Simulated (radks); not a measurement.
Valence configurations of the iridium ion Ir3+ (all share [Xe]). Calculated with a radial shooting solver on a logarithmic mesh with Libxc functionals: Dirac Kohn-Sham, PBE, spin-unpolarised, spherical densities, finite nucleus; open shells fill j = l - 1/2 first; Fermi nuclear charge, rms radius 5.4032 fm. Energies are relative to 4f14 5d6; eigenvalues in eV.

| valence | E (eV) | e(4f5/2) | e(4f7/2) | e(5d3/2) | e(5d5/2) | e(6p1/2) |
|---|---|---|---|---|---|---|
| 4f14 5d6 | 0.000 | -95.079 | -91.957 | -37.511 | -36.068 | - |
| 4f13.5 5d6 6s0.5 | 31.940 | -102.64 | -99.462 | -39.860 | -38.312 | - |
| 4f13 5d6.5 6s0.5 | 63.697 | -108.37 | -105.13 | -40.854 | -39.239 | - |
| 4f13 5d6 6s1 | 67.167 | -110.41 | -107.18 | -42.281 | -40.626 | - |
| 4f13 5d7 | 60.542 | -106.36 | -103.13 | -39.445 | -37.868 | - |
| 4f14 5d5 6p1 | 13.068 | -100.10 | -96.981 | -41.181 | -39.648 | -25.651 |
| 4f13.5 5d6 6p0.5 | 35.756 | -103.20 | -100.03 | -40.349 | -38.794 | -25.007 |
| 4f14 5d5 6s1 | 5.352 | -98.978 | -95.854 | -40.223 | -38.705 | - |
| 4f14 5d4 6p2 | 27.999 | -105.25 | -102.12 | -44.851 | - | -27.353 |
| 4f14 5d5.5 6s0.5 | 2.530 | -97.007 | -93.885 | -38.857 | -37.377 | - |

NIST lists [Xe] 4f14 5d6 as the ground configuration; this level of theory agrees among the configurations tried. The energies are those of spherical spin-averaged densities, not of single terms.
